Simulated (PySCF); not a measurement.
A run for PySCF: U-B3LYP/LANL2DZ on BiBrH2 (SMILES [Br][BiH2]), a point of a bond scan (R = 1.981 Å).

```python
from pyscf import gto, scf, dft, mp
from pyscf.data.elements import chemcore

mol = gto.M(
    atom='''
    Bi   -0.43377418   -0.48629616    0.40451161
    H    -2.04511576   -0.12364616   -0.68983491
    H    -0.03488637   -1.88034559   -0.66401785
    Br    1.08390780    1.21141547   -0.92343133
    ''',
    basis='lanl2dz',
    ecp={'Bi': 'lanl2dz', 'Br': 'lanl2dz'},
    charge=0, spin=0, verbose=3, max_memory=1800)
mf = dft.UKS(mol, xc='b3lyp')
mf.conv_tol = 1e-8
mf.max_cycle = 100
mf.init_guess_breaksym = True
mf.kernel()
if not mf.converged:
    mf = mf.newton().run(mf.mo_coeff, mf.mo_occ)
for _ in range(4):
    mo, _, stable, _ = mf.stability(return_status=True)
    if stable:
        break
    mf.kernel(mf.make_rdm1(mo, mf.mo_occ))
```

Give the final energy of this run.

-19.8153 hartree.
